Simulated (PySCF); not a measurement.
**Rhodium: a sound run and one with changed settings**

Sound run: Rh⁺ [Kr] 4d8, Rh²⁺ [Kr] 4d7. Computed with PySCF 2.14 in x2c-TZVPall (8s6p6d1f, 63 functions), with scalar relativity by spin-free X2C-1e. In the sound run the correlated levels freeze [Kr]. The sound run starts from symmetry-adapted Hartree-Fock orbitals and uses a fine grid where one is needed.

A second run was set up differently.

| species | method | sound run (hartree) | changed run (hartree) | converged |
| --- | --- | --- | --- | --- |
| Rh⁺ | MP2 | -4781.12044 | -4781.45127 | yes |
| Rh²⁺ | MP2 | -4780.47976 | -4780.80610 | yes |

Ionisation energy of Rh⁺:

```csv
method,sound run (eV),changed run (eV)
UHF,16.162,16.162
MP2,17.434,17.556
SCS-MP2,17.444,17.435
```

Problem. What was changed?
A. all electrons correlated in a valence basis
B. too few SCF iterations
C. minimal basis
D. basis contracted for another Hamiltonian

Solution. A. A valence basis has no tight correlating functions, so it recovers only part of the core correlation, and not evenly between atom and ion.
